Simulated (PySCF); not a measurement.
# Ir: excitation energy

Ir [Xe] 4f14 5d7 6s2 (4F) → Ir [Xe] 4f14 5d8 6s1 (4F), as a difference of total energies. All numbers are calculated (PySCF 2.14, a scalar-relativistic core potential, in def2-TZVPPD with the def2 core potential (60 electrons) (6s5p3d2f1g, 59 functions)). Correlated levels: valence: 5s2 5p6 frozen; valence and next inner shell: nothing frozen outside the core potential. The calculations carry no spin-orbit coupling.

```csv
method,excitation energy (eV),error (eV)
UHF,0.180,+0.042
LDA,-0.028,-0.166
PBE,-0.125,-0.263
PBE0,-0.134,-0.272
r2SCAN,-0.031,-0.169
wB97X,0.256,+0.118
PW91,-0.136,-0.274
M06-L,0.079,-0.059
BP86,-0.130,-0.268
MP2 (valence),-0.078,-0.216
SCS-MP2 (valence),-0.019,-0.157
MP2 (valence and next inner shell),0.098,-0.040
SCS-MP2 (valence and next inner shell),0.200,+0.062
```

Reference: 0.138 eV (measured; NIST levels, between the centres of gravity of the two terms).

Errors of the correlated levels include the incompleteness of this basis and the frozen core.
